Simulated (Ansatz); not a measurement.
# Energy profile

The step: Si₂H₆O ([OH][SiH2][SiH3]) + H₂S → SiH₄O ([OH][SiH3]) + SiH₄S ([SiH3][SH]); bonds formed: Si1–H6, Si2–S7; bonds broken: Si1–Si2, H6–S7 (atoms numbered as in the saddle structure below).

| atom | x (Å) | y (Å) | z (Å) |
| --- | --- | --- | --- |
| Si1 | -1.1386 | -0.3835 | -0.7513 |
| Si2 | 0.7765 | -0.7613 | 0.9013 |
| H3 | -0.6859 | -1.3090 | -1.8112 |
| H4 | -2.1720 | -0.9752 | 0.1284 |
| O5 | -1.5940 | 1.0528 | -1.3893 |
| H6 | 0.1184 | 0.5019 | 0.0895 |
| S7 | 1.1810 | 1.8554 | 0.7985 |
| H8 | 2.1755 | -0.9373 | 0.4654 |
| H9 | 0.4296 | -0.5577 | 2.3205 |
| H10 | 0.1171 | -2.0866 | 0.5365 |
| H11 | -1.1820 | 1.8373 | -1.0069 |
| H12 | 1.9743 | 1.7631 | -0.2814 |

Electronic energies by CCSD(T) at an estimated basis limit (MP2 extrapolated from triple and quadruple zeta, plus CCSD(T) − MP2 in triple zeta), on PBE0-D4/def2-TZVP structures; Si$_{2}$H$_{8}$SO, closed shell; no counterpoise correction. Ansatz 0.2.0; basis: def2-TZVPP and def2-QZVPP; cores frozen in the correlated methods. Extrapolation: Hartree–Fock as exp(−7.88 √X), correlation as X^−2.97.

Give the profile in kcal/mol, counted from the separated reactants. (To be estimated.)

The calculation gives:
```json
{"point": "separated: Si$_{2}$H$_{6}$O (linked as [OH][SiH2][SiH3]; Si1, Si2, H3, H4, O5, H8, H9, H10, H11; singlet) + H$_{2}$S (H6, S7, H12; singlet)", "kcal/mol": "0.00"}
{"point": "start structure", "kcal/mol": "-4.45"}
{"point": "saddle", "kcal/mol": "43.97"}
{"point": "end structure", "kcal/mol": "-16.39"}
{"point": "separated: SiH$_{4}$O (linked as [OH][SiH3]; Si1, H3, H4, O5, H6, H11; singlet) + SiH$_{4}$S (linked as [SiH3][SH]; Si2, S7, H8, H9, H10, H12; singlet)", "kcal/mol": "-14.49"}
```

No T1 diagnostic of these runs exceeds 0.015.

For scale, one of the runs: CCSD(T)/def2-TZVPP, 269 basis functions, launched by `ansatz run in.yaml --threads 4 --pin off --events-out ev --progress --plain --max-ram 9574MiB`. Hardware: 4 CPU threads of an Arm Neoverse V2, shared host. Wall time 2.4 min; peak host memory 6.3 GiB.
